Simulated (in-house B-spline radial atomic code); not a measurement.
Levels of two electrons outside the [Ar] 3d10 core along the 30-electron series, above the ground level 4s2 J0; labels give the leading configuration and J, and a prime marks the next level of the same label. Computed with an all-electron radial atomic-structure program (B-spline basis): configuration interaction with many-body perturbation theory for the core, Breit and QED.

| ion | Z | first ionisation energy (eV) | excitation of 4s4p J1 (eV) | core correlation Breit and QED part of 4s4p J1 (eV) | excitation of 4p2 J1 (eV) | core correlation Breit and QED part of 4p2 J1 (eV) | excitation of 4s4p J1' (eV) | core correlation Breit and QED part of 4s4p J1' (eV) | excitation of 4p2 J0' (eV) | core correlation Breit and QED part of 4p2 J0' (eV) |
| --- | --- | --- | --- | --- | --- | --- | --- | --- | --- | --- |
| Te22+ | 52 | 711.6 | 45.052 | 0.21779 | 109.4 | -0.29942 | 67.707 | -0.60769 | 131.45 | -0.5792 |
| I23+ | 53 | 765.3 | 47.064 | 0.20123 | 115.08 | -0.33857 | 71.492 | -0.63222 | 139.01 | -0.63007 |
| Xe24+ | 54 | 820.8 | 49.091 | 0.1844 | 120.94 | -0.37863 | 75.431 | -0.65734 | 146.87 | -0.68287 |
| Cs25+ | 55 | 878.3 | 51.134 | 0.16714 | 126.97 | -0.42015 | 79.532 | -0.68344 | 155.07 | -0.73826 |
| Ba26+ | 56 | ? | ? | ? | ? | ? | ? | ? | ? | ? |
| La27+ | 57 | 999.1 | 55.266 | 0.13189 | 139.61 | -0.50699 | 88.261 | -0.73864 | 172.52 | -0.85632 |
| Ce28+ | 58 | 1062.4 | 57.356 | 0.11392 | 146.24 | -0.553 | 92.908 | -0.76845 | 181.81 | -0.92025 |
| Pr29+ | 59 | 1127.7 | 59.462 | 0.095759 | 153.08 | -0.6007 | 97.76 | -0.79976 | 191.52 | -0.98732 |
| Nd30+ | 60 | 1195.0 | 61.585 | 0.077427 | 160.16 | -0.65031 | 102.82 | -0.83281 | 201.65 | -1.0579 |
| Pm31+ | 61 | 1264.3 | 63.725 | 0.058847 | 167.48 | -0.70215 | 108.12 | -0.86785 | 212.23 | -1.1326 |
| Sm32+ | 62 | 1335.6 | 65.88 | 0.040364 | 175.06 | -0.75537 | 113.64 | -0.90438 | 223.28 | -1.2101 |
| Eu33+ | 63 | ? | ? | ? | ? | ? | ? | ? | ? | ? |
| Gd34+ | 64 | ? | ? | ? | ? | ? | ? | ? | ? | ? |
| Tb35+ | 65 | 1561.8 | 72.465 | -0.016507 | 199.45 | -0.93158 | 131.78 | -1.0292 | 259.56 | -1.4723 |
| Dy36+ | 66 | 1641.3 | 74.692 | -0.035258 | 208.17 | -0.9948 | 138.38 | -1.0756 | 272.76 | -1.5688 |
| Ho37+ | 67 | 1723.0 | 76.945 | -0.054928 | 217.22 | -1.0623 | 145.29 | -1.1253 | 286.58 | -1.6716 |
| Er38+ | 68 | 1806.7 | 79.217 | -0.074262 | 226.61 | -1.1322 | 152.52 | -1.1779 | 301.03 | -1.7801 |

Problem. Fill in the row of Ba26+.

Solution. first ionisation energy (eV): 937.7; excitation of 4s4p J1 (eV): 53.192; core correlation Breit and QED part of 4s4p J1 (eV): 0.14999; excitation of 4p2 J1 (eV): 133.19; core correlation Breit and QED part of 4p2 J1 (eV): -0.46222; excitation of 4s4p J1' (eV): 83.805; core correlation Breit and QED part of 4s4p J1' (eV): -0.71018; excitation of 4p2 J0' (eV): 163.61; core correlation Breit and QED part of 4p2 J0' (eV): -0.79538.

Problem. Fill in the row of Eu33+.

Solution. first ionisation energy (eV): 1408.9; excitation of 4s4p J1 (eV): 68.055; core correlation Breit and QED part of 4s4p J1 (eV): 0.021589; excitation of 4p2 J1 (eV): 182.9; core correlation Breit and QED part of 4p2 J1 (eV): -0.81152; excitation of 4s4p J1' (eV): 119.42; core correlation Breit and QED part of 4s4p J1' (eV): -0.94356; excitation of 4p2 J0' (eV): 234.84; core correlation Breit and QED part of 4p2 J0' (eV): -1.2928.

Problem. Fill in the row of Gd34+.

Solution. first ionisation energy (eV): 1484.3; excitation of 4s4p J1 (eV): 70.248; core correlation Breit and QED part of 4s4p J1 (eV): 0.0026096; excitation of 4p2 J1 (eV): 191.02; core correlation Breit and QED part of 4p2 J1 (eV): -0.87022; excitation of 4s4p J1' (eV): 125.46; core correlation Breit and QED part of 4s4p J1' (eV): -0.98512; excitation of 4p2 J0' (eV): 246.92; core correlation Breit and QED part of 4p2 J0' (eV): -1.3801.
